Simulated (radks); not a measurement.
Q: The zinc ion Zn3+, 27 electrons, occupied as [Ar] 3d9. Method: scalar-relativistic Kohn-Sham, PBE, spin-unpolarised, spherical densities, finite nucleus; Fermi nuclear charge, rms radius 3.9283 fm; computed with a radial shooting solver on a logarithmic mesh with Libxc functionals. Some entries of the table are withheld. Estimate them.

orbital,occ.,eigenvalue (eV),r(max) (bohr)
1s,2,(1),0.03291
2s,2,-1200.903,0.1893
2p,6,-1046.601,0.1521
3s,2,-171.0777,(2)
3p,6,(3),0.5909
3d,9,-50.7181,(4)

A: 
(1) 1s eigenvalue (eV): -9568.206
(2) 3s r(max) (bohr): 0.5873
(3) 3p eigenvalue (eV): -125.0645
(4) 3d r(max) (bohr): 0.5593
